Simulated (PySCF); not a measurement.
Computed shifts of a molecule CH6Cl2Si2, PBE/pcSseg-1 run with PySCF, GIAO, gas phase, atoms alike by connectivity averaged where their shifts nearly agree, in ppm (number of nuclei): ²⁹Si: -4.7 (2). ¹³C: 7.0 (1). ¹H: 5.79 (1), 5.74 (1), 5.68 (1), 5.64 (1), 1.43 (1), 0.52 (1). References: ²⁹Si against TMS (σ = 335.4 ppm); ³⁵Cl against HCl (σ = 936.5 ppm); ¹³C against TMS (σ = 182.0 ppm); ¹H against TMS (σ = 31.49 ppm), references at their B3LYP-D3(BJ)/def2-TZVP geometries, non-relativistic (without spin–orbit terms, shifts of atoms bonded to Cl or Br come out too high). Geometry optimised at PBE0-D3(BJ)/def2-SVP. The values are those of a single conformer.

Question: Which molecule gave these data?
A. Cl[SiH2]C[SiH2]Cl
B. C[Si]([SiH3])(Cl)Cl
C. C[SiH2][SiH](Cl)Cl
D. [SiH3]C[SiH](Cl)Cl

Answer: A, Cl[SiH2]C[SiH2]Cl
